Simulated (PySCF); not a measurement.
BF3.
SMILES with atom numbers: `[F:1][B:2]([F:3])[F:4]`

Computed with MP2 and CCSD/aug-cc-pVDZ in PySCF, restricted Hartree–Fock reference, frozen core, non-relativistic, gas phase, PBE0-D3(BJ)/def2-SVP geometry.

E(HF) = -323.22272 Eh.

**Question.** How large is the problem?

**Answer.** 92 basis functions and 32 electrons; 4 orbitals frozen, which leaves o = 12 correlated occupied and v = 76 virtual orbitals. That is o·v = 912 singles and o·v(o·v + 1)/2 = 416328 distinct closed-shell doubles amplitudes before symmetry; the costliest CCSD step grows as o²v⁴ = 4.8 × 10^9.

**Question.** What are the MP2 and CCSD correlation energies?

**Answer.** MP2 -0.6817 Eh and CCSD -0.6873 Eh, which gives totals of -323.90442 and -323.91003 Eh. That is 0.779 eV for each correlated electron at CCSD (1805 kJ/mol in all, 0.212 % of the total energy); MP2 gives 99.2 % of the CCSD value.

**Question.** What is the T1 diagnostic?

**Answer.** 0.0138, below the customary warning level of 0.02. It is the norm of the spatial-orbital singles amplitudes over the root of the number of correlated electrons, so the norm is 0.068.

No triples correction and no basis-set extrapolation were made.

The job also held the EOM ionisation and excitation roots. The run took 5.9 min on one thread, Arm Neoverse V1 (aarch64), no GPU, on a shared host, and the process peaked at 0.96 GiB of memory.
